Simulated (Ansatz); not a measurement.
`C[SiH2]OC(F)(F)F` + H₂ → `FC(F)(F)O[SiH3]` + CH₄  (hydrogenolysis of the Si–C bond)

Gas-phase electronic energies from Ansatz, PBE0-D4/def2-TZVP geometries. CCSD(T)/CBS is the MP2 limit (def2-TZVPP, def2-QZVPP) plus CCSD(T) − MP2 in def2-TZVPP, frozen cores. This one scheme is used for every species. Functionals use def2-TZVPP. B3LYP here is the variant with VWN-RPA as its local correlation; programs differ in this. Each species was taken in one conformer, which may not be the lowest.

(1) Is it downhill or uphill in electronic energy at CCSD(T)/CBS, and by how much? (An estimate is asked.)

(2) What do these levels give: B3LYP-D4, PBE, r2SCANh, LC-ωPBE, MP2/def2-SVP, SCS-MP2/def2-TZVPP? (Best estimate.)

Largest T1 diagnostic among the species: 0.012.

Results:

(1) Computed: Downhill: ΔE = -14.8 kJ/mol.

(2) Computed: B3LYP-D4 -17.7, PBE -17.2, r2SCANh -14.6, LC-ωPBE -18.3, MP2/def2-SVP -23.3, SCS-MP2/def2-TZVPP -19.7 kJ/mol.

Leaving LDA and LC-ωPBE aside and taking each functional with its dispersion term where it has one, the values, not all of them listed here, spread over 12.5 kJ/mol, from BHLYP-D4 to revPBE-D4. LDA lies +7.5 kJ/mol from PBE without D4. In def2-TZVPP, CCSD(T) changes the Hartree–Fock value by +20.9 kJ/mol (the triples alone add +3.8 kJ/mol) and MP2 by +25.3 kJ/mol.
